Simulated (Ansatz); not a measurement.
A nudged elastic band was laid between two geometries of FGaH$_{4}$Se (7 atoms, charge 0, multiplicity 1).

These are results of RHF/def2-TZVP (Ansatz 0.2.0), not measurements.

```json
{
  "movable images": "7",
  "climbing image": "yes",
  "spring": "5.0 eV/Å²",
  "optimiser": "quadratic models (default)",
  "start path": "through a guess of the saddle point",
  "force threshold": "0.05 eV/Å",
  "iteration limit": "60",
  "end points": "relaxed"
}
```

First end point:

```xyz
7
Properties=species:S:1:pos:R:3
Ga -0.768 -0.995 -0.164
F 0.682 -1.730 0.516
H -1.018 -1.329 -1.674
H -1.805 -0.490 0.900
H 1.890 0.892 0.170
Se 0.736 1.493 -0.480
H 0.283 2.158 0.732
```

Last end point:

```xyz
7
Properties=species:S:1:pos:R:3
Ga -0.840 -0.359 -0.333
F 1.284 -1.265 0.529
H -0.881 -1.284 -1.595
H -1.643 -0.541 0.997
H 1.824 -0.542 0.428
Se 0.291 1.717 -0.665
H -0.034 2.274 0.640
```

(1) What changes between the two ends?

(2) Give the energies along the band, and the barrier.

(3) What is the geometry of the highest image?

(4) What are the harmonic wavenumbers there?

Answers

(1) Bonds broken: Ga1–F2, H5–Se6. Bonds formed: Ga1–Se6, F2–H5. FGaH4Se becomes FH + GaH3Se.

(2) The run converged. The highest image is number 4 of 0 to 8, 0.82 eV above the first end and 0.79 eV above the last; the last end lies 0.03 eV above the first. A vibrational analysis at the climbing image gives one clearly imaginary mode, 1437i cm⁻¹: a first-order saddle point. The orbitals stay closed-shell, which can raise the energy where a bond breaks towards radicals; this wasn't checked here.

| image | path coordinate (Å) | energy (eV) | Ga1–F2 (Å) | H5–Se6 (Å) | Ga1–Se6 (Å) |
| --- | --- | --- | --- | --- | --- |
| 0 | 0.00 | 0.00 | 1.76 | 1.45 | 2.92 |
| 1 | 0.34 | 0.03 | 1.77 | 1.45 | 2.90 |
| 2 | 0.67 | 0.13 | 1.78 | 1.46 | 2.86 |
| 3 | 1.01 | 0.42 | 1.82 | 1.49 | 2.74 |
| 4 | 1.35 | 0.82 | 1.92 | 1.69 | 2.63 |
| 5 | 1.66 | 0.39 | 2.08 | 2.02 | 2.54 |
| 6 | 1.98 | 0.13 | 2.25 | 2.34 | 2.44 |
| 7 | 2.29 | 0.05 | 2.39 | 2.65 | 2.40 |
| 8 | 2.61 | 0.03 | 2.46 | 2.94 | 2.39 |

(3) 
```xyz
7
Properties=species:S:1:pos:R:3
Ga -0.729 -0.684 -0.226
F 1.006 -1.105 0.480
H -0.877 -1.368 -1.619
H -1.735 -0.507 0.954
H 1.285 0.064 0.178
Se 0.719 1.493 -0.514
H 0.332 2.108 0.747
```

(4) 1437i, 179, 338, 371, 429, 507, 509, 568, 708, 765, 1175, 1365, 2086, 2092, 2572 cm⁻¹.

Time of the run: 3.5 min on 4 threads of Arm Neoverse N1, on a shared host, peak memory 0.44 GiB.
